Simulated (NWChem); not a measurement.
Species: BH2O2Br; SMILES B(O)(Br)O

Computed with NWChem. Pople sets run with spherical d functions. This build's default masses of Se (78.918 u) and Br (79.917 u) are each other's, which moves their modes by up to 0.6 %. Each level has its own optimisation; frequencies are unscaled. One conformer.

```csv
level,r B–Br (Å),r H–O (Å),highest harmonic frequency (cm⁻¹),lowest (cm⁻¹),zero-point energy (kcal/mol),dipole (D)
Hartree-Fock/6-31G*,1.952,0.948,4123,315,23.3,2.51
PBE/def2-SVP,1.950,0.975,3756,286,21.2,2.14
PBE0/def2-SVP,1.938,0.963,3925,297,22.1,2.21
```
